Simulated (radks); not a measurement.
The numbers below are computed, except where a source is named.
Q: Isoelectronic series with 20 electrons, each ion in its NIST ground configuration. Code: a radial shooting solver on a logarithmic mesh with Libxc functionals. Model: non-relativistic Kohn-Sham, LDA (Slater exchange, Perdew-Wang correlation), spin-polarised, spherical densities, point nucleus; open shells are filled with parallel spins first. Total energies (hartree) and screening constants sigma, defined by e = -(Z - sigma)^2 / (2 n^2) hartree (* marks an orbital that is empty in some or all of the ions):

ion,configuration,E (hartree),4s*,3p,3s
Ca,[Ar] 4s2,-675.73530,17.872,15.693,14.458
Ti2+,[Ar] 3d2,-846.52236,17.511,15.948,14.812
V3+,[Ar] 3d2,-939.81124,17.277,15.816,14.735
Cr4+,[Ar] 3d2,-1038.25849,17.089,15.696,14.655
Mn5+,[Ar] 3d2,-1141.85068,16.935,15.591,14.579
Fe6+,[Ar] 3d2,-1250.57976,16.806,15.500,14.510
Co7+,[Ar] 3d2,-1364.44034,16.698,15.422,14.447
Ni8+,[Ar] 3d2,-1483.42858,16.604,15.353,14.392
Cu9+,[Ar] 3d2,-1607.54161,16.523,15.292,14.341
Zn10+,[Ar] 3d2,-1736.77721,16.452,15.238,14.296
Ga11+,[Ar] 3d2,-1871.13365,16.389,15.190,14.255

Estimate the row of Sc+ ([Ar] 3d1 4s1).

A: E (hartree) -758.43491; 4s* 17.513; 3p 15.795; 3s 14.621.
